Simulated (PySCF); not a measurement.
## Si2H6O3

The system: Si2H6O3, a small molecule; neutral, singlet. The structure, one conformer, was relaxed in the gas phase by PBE0-D3(BJ)/def2-SVP. No frequency run checks that it is a minimum.

SMILES: O[Si](O)(O)[SiH3]

```
atom   x (Å)   y (Å)   z (Å)
  O1  -1.028   1.516  -0.401
 Si2  -0.570  -0.021   0.046
  O3  -1.213  -0.209   1.561
  O4  -1.179  -1.209  -0.930
 Si5   1.749  -0.265  -0.040
  H6  -0.689   1.847  -1.238
  H7  -1.402   0.609   2.032
  H8  -2.113  -1.412  -0.808
  H9   2.178  -1.620   0.420
 H10   2.398   0.766   0.830
 H11   2.239  -0.054  -1.440
```

Shieldings: GIAO PBE0/pcSseg-2. Shifts are against computed references at the same level: H TMS (σ 31.24 ppm), Si TMS (σ 341.3 ppm). Core levels by delta-SCF with SCAN, pcX-2 on the ionised atom and pcseg-1 elsewhere, spin-free X2C (2p3/2 is the spin-free 2p value less a third of a first-order spin-orbit splitting); from the vacuum level, for chosen atoms.

Problem. Give the shieldings and core levels atom by atom.

Solution. 
```json
{"atoms": "O1", "bonded to": "1 Si + 1 H", "σ (ppm)": "238.4", "δ (ppm)": "-", "core level (eV)": "1s 538.68"}
{"atoms": "Si2", "bonded to": "3 O + 1 Si", "σ (ppm)": "370.1", "δ (ppm)": "-28.8", "core level (eV)": "2p3/2 107.91"}
{"atoms": "O3", "bonded to": "1 Si + 1 H", "σ (ppm)": "262.6", "δ (ppm)": "-", "core level (eV)": "1s 538.68"}
{"atoms": "O4", "bonded to": "1 Si + 1 H", "σ (ppm)": "250.0", "δ (ppm)": "-", "core level (eV)": "1s 538.66"}
{"atoms": "Si5", "bonded to": "1 Si + 3 H", "σ (ppm)": "463.0", "δ (ppm)": "-121.7", "core level (eV)": "2p3/2 106.57"}
{"atoms": "H6", "bonded to": "1 O", "σ (ppm)": "29.31", "δ (ppm)": "1.93", "core level (eV)": "-"}
{"atoms": "H7", "bonded to": "1 O", "σ (ppm)": "29.38", "δ (ppm)": "1.87", "core level (eV)": "-"}
{"atoms": "H8", "bonded to": "1 O", "σ (ppm)": "29.18", "δ (ppm)": "2.07", "core level (eV)": "-"}
{"atoms": "H9 H10 H11", "bonded to": "1 Si", "σ (ppm)": "27.87", "δ (ppm)": "3.37", "core level (eV)": "-"}
```

Values are those of this one static structure, with the three H of a rotating XH3 group averaged; atoms that internal rotation interchanges would show their mean in an NMR spectrum.

Problem. Which of Si2, Si5 holds its core electrons tightest, and by how much against the loosest?

Solution. Si2 (bonded to 3 O + 1 Si), by 1.33 eV over Si5 (bonded to 1 Si + 3 H).

Problem. By CAM-B3LYP/def2-SVPD (TDDFT singlets, Tamm-Dancoff triplets, ionisation by delta-SCF), where does absorption start, and what does vertical ionisation take?

Solution. The lowest singlet lies at 7.15 eV (f 0.105), the lowest triplet at 6.37 eV; vertical ionisation takes 10.37 eV.
